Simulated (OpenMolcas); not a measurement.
Tc3+ (d4) among equal point charges was computed by CASSCF with the d shell active (OpenMolcas, ANO-RCC-VTZP on the metal). Its lowest spin-free states, and all those of the highest spin:

```
2S+1  Degeneracy  E (cm-1)
   5           1       0.0
   3           2      4948
   1           1     10234
   5           1     11485
   3           1     12792
   1           2     13700
   5           1     16880
   3           1     17310
   3           1     17622
   3           2     18175
   3           1     18547
   1           1     20599
   5           2     25404
```

Task: Is the site octahedral, tetrahedral or cube-like, axial, or of lower symmetry?

Result: The states with 2S+1 = 5 have orbital degeneracies 1, 1, 1, 2. There are pairs but no triples, so the site is axial: not cubic, but with a proper or improper axis of order three or more. The run had Tc3+ among 5 point charges of -2 e arranged as a square pyramid (C4v), 1.8 Å from the ion, with the axial distance 1.638 Å. The active orbitals were held to one l.

Without dynamic correlation the repulsion within the d shell is too large (B by tens of per cent), so at a given field states of lower spin stand too high. This shell can be high or low spin here, a state of another spin lies low, and with metal d orbitals alone active their balance is uncertain, so the ground spin may be wrong. Point charges give a weaker field than real ligands, and real ions of this kind are as a rule low spin; the high spin found here belongs to the model. Point charges carry no covalency, so the field is a model and not that of real ligands. An unlabelled pair can be two single states that coincide in this model. No measured value stands beside these numbers.
